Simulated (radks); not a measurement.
Values are calculated unless marked as measured or tabulated.
Species: Os. Configuration: [Xe] 4f14 5d6 6s2.

Code: a radial shooting solver on a logarithmic mesh with Libxc functionals. Model: scalar-relativistic Kohn-Sham, BP86, spin-unpolarised, spherical densities, finite nucleus; Fermi nuclear charge, rms radius 5.4126 fm.

Energy parts (hartree):
| part | energy |
|---|---|
| total | -17252.8033 |
| kinetic | 19114.4505 |
| electron-nucleus | -42749.3405 |
| Hartree | 6722.2758 |
| exchange-correlation | -340.1892 |

Orbitals (lengths in bohr, moments of r in powers of bohr; r(max) is where P^2 peaks):
orbital  occ.  eigenvalue (hartree)   r(max)
1s          2             -2714.131  0.01103
2s          2             -472.7191  0.06340
2p          6             -411.7475  0.05219
3s          2             -110.0170   0.1788
3p          6             -92.10372   0.1774
3d         10             -72.05272   0.1444
4s          2             -23.21860   0.4048
4p          6             -17.34084   0.4251
4d         10             -10.03312   0.4346
5s          2              -3.36903   0.9132
4f         14              -1.91638   0.4055
5p          6              -1.87370    1.030
5d          6              -0.23489    1.357
6s          2              -0.23188    2.475

The highest occupied level is 6s at -6.310 eV. The electron density at the nucleus is 1.79e+06 e/bohr^3 (large components only). For comparison, the ionisation energy in NIST's Atomic Spectra Database is 8.438 eV (measured). In exact Kohn-Sham theory the highest level is minus the ionisation energy, but local and semilocal functionals leave it too shallow, through self-interaction and a potential that decays too fast; potentials with the right tail come closer. The density falls to 0.001 e/bohr^3 at r = 4.61 bohr.

Beside tabulated values, note that spin-unpolarised runs miss the spin-polarisation part of the exchange energy of open shells.
